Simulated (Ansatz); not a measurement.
Reactions of Ge₂H₁₂Si₃, SMILES `[SiH3][SiH2][GeH2][SiH2][GeH3]`.

Calculated with Ansatz (gas phase, PBE0-D4/def2-TZVP geometries, no zero-point term in ΔE). CCSD(T)/CBS is the MP2 limit (def2-TZVPP, def2-QZVPP) plus CCSD(T) − MP2 in def2-TZVPP, frozen cores. This one scheme is used for every species. For Br, Ge outer-core shells are correlated without core-valence functions, which leaves a few kJ/mol of doubt a bond. Scalar relativity is left out up to krypton. Each species was taken in one conformer, which may not be the lowest.

(1) Order these by ΔE at CCSD(T)/CBS, lowest first. (Estimate.)
A. `[SiH3][SiH2][GeH2][SiH2][GeH3]` + `C=C([SiH3])Br` → `C=[C]([GeH3])Br` + `[SiH3][SiH2][GeH2][SiH2][SiH3]`
B. `[SiH3][SiH2][GeH2][SiH2][GeH3]` + CH₃SH → `CS[SiH2][GeH3]` + `[SiH3][SiH2][GeH3]`
C. `[SiH3][SiH2][GeH2][SiH2][GeH3]` → `[SiH3][GeH2][SiH2][SiH2][GeH3]`
D. `[SiH3][SiH2][GeH2][SiH2][GeH3]` + `O=C[SiH2][SiH3]` → `[SiH3][SiH2][SiH2][GeH2][SiH2][SiH3]` + `O=[CH][GeH3]`
E. `[SiH3][SiH2][GeH2][SiH2][GeH3]` → `[SiH3][GeH2][SiH2][GeH2][SiH3]`
F. `[SiH3][SiH2][GeH2][SiH2][GeH3]` + `F[CH2][GeH2][GeH3]` → `[GeH3][SiH2][GeH2][SiH2][GeH2][GeH3]` + `FC[SiH3]`

Largest T1 diagnostic: 0.016, for `O=C[SiH2][SiH3]`.

Answers

(1) F (-32.4 kJ/mol), B (-23.8 kJ/mol), E (-15.6 kJ/mol), C (-0.5 kJ/mol), D (+12.9 kJ/mol), A (+28.3 kJ/mol).
